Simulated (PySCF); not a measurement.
**Electron correlation in Ce(3+) (cerium, charge +3)**

[Xe] 4f1, 2F determinant. All numbers are calculated (PySCF 2.14, the spin-free X2C one-electron Hamiltonian (Gaussian nucleus), in x2c-TZVPPall (11s7p7d4f2g, 113 functions)). Frozen: [Kr] 4d10; 9 electrons correlated.

```
  level  correlation energy (mhartree)
   CCSD                        -212.09
    (T)                          -5.88
CCSD(T)                        -217.97
```

Diagnostics: T1 = 0.0040, D1 = 0.0159, largest double amplitude 0.032.

Spin-orbit coupling, absent here, splits the open shell strongly.

Cost of the coupled-cluster step: roughly 40 core-seconds, for 9 correlated electrons.
